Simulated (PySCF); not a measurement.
C₅H₂F₄.
Geometry (GFN2-xTB, Å), atoms numbered from 1 in this order:
```xyz
11
C5H2F4 angstrom
F      1.0015   -2.9806    0.8997
C      0.5689   -1.7363    0.8101
F      0.3189   -1.2265    2.0073
C      0.3933   -1.0491   -0.3279
F      0.6764   -1.6564   -1.4964
C     -0.0733    0.2859   -0.3909
C     -0.4166    1.3606   -1.0502
F     -0.5746    1.9837   -2.1891
C     -0.5455    1.4896    0.4208
H      0.1821    2.0675    0.9783
H     -1.5257    1.4641    0.8821
```

PySCF, density fitting, gas phase, GFN2-xTB geometry. The standard run uses grid level 2 after a coarse-grid start, the def2-universal JK fitting basis (with tight functions added where the orbital basis needs them), an energy threshold of 1e-9 Eh and DIIS. The changed runs have no coarse-grid stage.

**Question.** Standard PBE0/pcSseg-1: E = -590.304096 Eh, HOMO -6.798 eV, LUMO -1.164 eV, dipole 1.414 D, 14 cycles (coarse-grid cycles included). What changes at PBE0/pcSseg-1 with: energy threshold 1e-08 Eh?

**Answer.** E = -590.304096 Eh (0.000 mEh), HOMO -6.798 eV (0.000), LUMO -1.164 eV (0.000), dipole 1.414 D (0.000), 10 SCF cycles. The result matches the standard run within 0.02 mEh and 0.003 eV; such settings steer the iterations and don't enter the energy expression.

The cycles:
```
cycle   1  E = -590.1894895302  dE =  1.800e+00  |g| = 8.150e-01  |ddm| = 3.324e+00
cycle   2  E = -590.0461668685  dE =  1.433e-01  |g| = 1.248e+00  |ddm| = 1.494e+00
cycle   3  E = -590.3006181463  dE = -2.545e-01  |g| = 1.266e-01  |ddm| = 9.678e-01
cycle   4  E = -590.3022881269  dE = -1.670e-03  |g| = 8.735e-02  |ddm| = 1.866e-01
cycle   5  E = -590.3040476860  dE = -1.760e-03  |g| = 1.493e-02  |ddm| = 9.779e-02
cycle   6  E = -590.3040874617  dE = -3.978e-05  |g| = 6.343e-03  |ddm| = 2.068e-02
cycle   7  E = -590.3040958676  dE = -8.406e-06  |g| = 1.620e-03  |ddm| = 7.023e-03
cycle   8  E = -590.3040964060  dE = -5.383e-07  |g| = 3.068e-04  |ddm| = 1.753e-03
cycle   9  E = -590.3040964290  dE = -2.299e-08  |g| = 1.421e-04  |ddm| = 4.023e-04
cycle  10  E = -590.3040964329  dE = -3.939e-09  |g| = 2.863e-05  |ddm| = 1.070e-04
```
